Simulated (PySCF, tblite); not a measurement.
Isomers of C7H13 (doublet state), one GFN2-xTB conformer each. Single-point energies are computed at B3LYP/pcH-1 (PySCF, gas phase, no added dispersion term), electronic only. GFN2-xTB treats the open shell by occupation alone, and not every SCF solution was tested for stability.

Question: Rank them by B3LYP/pcH-1 energy, lowest first (kJ/mol).
A. `[CH3:1][CH:2][C:3]1([CH2:4][CH3:5])[CH2:6][CH2:7]1` (doublet state) with C1–C2–C3–C4 171°, C2–C3–C4–C5 -69°
B. `[CH3:1]/[CH:2]=[C:3](/[CH3:4])[CH:5][CH2:6][CH3:7]` (doublet state) with C2–C3–C5–C6 180°, C3–C5–C6–C7 180°
C. `[CH3:1][C@@H:2]1[CH2:3][CH2:4][CH:5][C@@H:6]1[CH3:7]` (doublet state) with C1–C2–C3–C4 -164°, C2–C3–C4–C5 29°, C3–C4–C5–C6 -9°, C4–C5–C6–C7 109°
D. `[CH2:1][CH2:2][CH:3]1[CH2:4][CH2:5][CH2:6][CH2:7]1` (doublet state) with H–C1–C2–C3 119° and -57°, C1–C2–C3–C4 175°, C2–C3–C4–C5 139°, C3–C4–C5–C6 -36°, C4–C5–C6–C7 42°, C5–C6–C7–C3 -32°

Answer: B (0.0), C (14.8), D (39.7), A (89.8).

As drawn, the highest has a three-membered ring and a quaternary carbon, which the lowest lacks. Neighbours under 21 kJ/mol apart (C/C=C(/C)[CH]CC and C[C@@H]1CC[CH][C@@H]1C) can change places with a better method, another conformer or zero-point energy. GFN2-xTB itself gives, in the same order: 34.0, 0.0, 29.6, 79.1. GFN2-xTB puts C[C@@H]1CC[CH][C@@H]1C lowest instead; measured from each level's own lowest isomer, the values differ by up to 34.0 kJ/mol (C/C=C(/C)[CH]CC: 34.0 against 0.0).

Question: What happens when harmonic zero-point energies from GFN2-xTB frequencies are added?

Answer: 
| SMILES | ZPE (kJ/mol) | electronic (kJ/mol) | with ZPE (kJ/mol) |
| --- | --- | --- | --- |
| C/C=C(/C)[CH]CC | 463.1 | 0.0 | 0.0 |
| C[C@@H]1CC[CH][C@@H]1C | 472.2 | 14.8 | 23.9 |
| [CH2]CC1CCCC1 | 472.0 | 39.7 | 48.6 |
| C[CH]C1(CC)CC1 | 465.8 | 89.8 | 92.5 |

The zero-point energies span 9.1 kJ/mol. The order is unchanged.

Question: As an exercise, what shares would exp(−E/RT) give at 1000 K from these electronic energies alone (no entropy, no degeneracies)?

Answer: RT = 8.314 kJ/mol: C/C=C(/C)[CH]CC 85.0 %, C[C@@H]1CC[CH][C@@H]1C 14.3 %, [CH2]CC1CCCC1 0.7 %, C[CH]C1(CC)CC1 under 0.1 %.
